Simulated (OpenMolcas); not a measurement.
Computed levels of 2s2 2p in ions with 5 electrons, in cm-1 above 2P* 1/2.

```
Program             : OpenMolcas 26.06
Method              : MS-RASPT2, IPEA 0.25 Eh, imaginary shift 0.1 Eh
Basis               : ANO-RCC-VTZP
Scalar Hamiltonian  : DKH2, point nucleus
Spin-orbit coupling : state interaction with AMFI integrals over the reference wave functions, term energies averaged over their components
```

Active space for each ion: 3 electrons in 9 orbitals (RAS2 2s 2p; RAS3 3d, at most 2 electrons); closed shells correlated by CASPT2: 1s.

```csv
Level,C+,O3+
2P* 3/2,56.2,359
```

Estimate 2P* 3/2 for N2+ from its neighbours C+ and O3+.

2P* 3/2 is fine structure, which grows about as the fourth power of a screened charge, so the fourth roots are averaged: ((56.2^0.25 + 359^0.25) / 2)^4 = 158. The calculation gives 157, so the estimate is off by +0.6 %; the measured value is 174 (Moore, Selected Tables of Atomic Spectra, NSRDS-NBS 3, section 5).

Active for correlation alone: 3d; no level in the range computed is led by a configuration that fills it, so any true level of that kind is missing. Computed and measured levels are paired by configuration, term and J; levels that our copy of the source lacks, or whose pairing is in doubt (as where it misses far off the trend of its configuration), stay unpaired and out of the deviations. Only configurations of the active space appear.

* marks odd parity.
